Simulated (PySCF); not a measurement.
Spinor energies of Tl³⁺ (thallium, charge +3)

Start: [Xe] 4f14 5d10. Calculated with PySCF 2.14 in x2c-TZVPPall-2c: generalised Hartree-Fock with the X2C-1e Hamiltonian and a Gaussian nucleus; one run each with spin-orbit coupling (SO) switched off, then screened by Boettger's factors.

```tsv
spinor shell	electrons	ε, spin-free (eV)	ε, screened SO (eV)	weight of nominal j (screened SO)	rms radius, screened SO (bohr)
1s1/2	2	-86045.7	-86009.7	1.000	0.0184
2s1/2	2	-15501.6	-15490.3	1.000	0.0743
2p1/2	2	-13353.7	-14846.2	1.000	0.0628
2p3/2	4	-13353.7	-12775.4	1.000	0.0710
3s1/2	2	-3794.0	-3790.3	1.000	0.189
3p1/2	2	-3166.2	-3500.8	1.000	0.181
3p3/2	4	-3166.2	-3033.8	1.000	0.197
3d3/2	4	-2504.0	-2561.8	1.000	0.173
3d5/2	6	-2504.0	-2462.6	1.000	0.178
4s1/2	2	-907.95	-906.83	1.000	0.416
4p1/2	2	-698.76	-781.09	1.000	0.420
4p3/2	4	-698.76	-666.00	1.000	0.454
4d3/2	4	-447.73	-460.52	1.000	0.465
4d5/2	6	-447.73	-438.44	1.000	0.476
5s1/2	2	-181.77	-181.63	1.000	0.943
4f5/2	6	-168.25	-170.39	1.000	0.509
5p1/2	2	-122.54	-137.57	1.000	1.01
5p3/2	4	-122.54	-116.65	1.000	1.11
5d3/2	4	-51.700	-53.240	1.000	1.40
5d5/2	6	-51.700	-50.672	1.000	1.45
```

**Question.** Where does 4f7/2 lie, and what is the 4f spin-orbit splitting (screened SO)?

**Answer.** At -165.83 eV, 4.561 eV above 4f5/2.

```tsv
quantity	spin-free	screened SO
E (hartree)	-20228.36272	-20263.21705
M_J	0	0
⟨J²⟩	0.000	0.000
⟨L²⟩	0.000	0.189
⟨S²⟩	0.000	0.189
```

Breit and QED terms are absent; they matter most for the inner s and p1/2 levels.

Densities and radii are taken from the X2C orbitals without a picture-change correction, which distorts them close to the nucleus.

Without spin-orbit coupling the j labels of p, d and f shells carry no meaning; the spin-free column gives the mean over the occupied spinors of each nl shell.
